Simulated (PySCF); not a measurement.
Zn(I)(SeH) (HISeZn), SMILES [Zn]([I])[SeH].

Coordinates come from a r2SCAN-D4/def2-SVP optimisation. The structure was generated by enumeration; whether it is a known compound was not checked. The def2 effective core potentials stand for the cores of I; spin–orbit coupling is left out. Other conformers were not sampled.

Calculation: PBE/def2-TZVPD (PySCF).

The molecule is in vacuum.

```json
{
  "total_energy": "-4478.71727 hartree",
  "point_group": "Cs",
  "highest_occupied_level": "-6.19 eV",
  "lowest_empty_level": "-2.37 eV",
  "orbital_gap": "3.82 eV",
  "dipole_moment": "0.66 D",
  "quadrupole, principal values (traceless, Buckingham form, about the centre of nuclear charge)": "-4.35, -1.27, 5.62 D·Å",
  "mean_static_polarisability": "98.3 bohr³ (14.57 Å³)",
  "polarisability_principal_values": "74.4, 75.4, 145.2 bohr³"
}
```
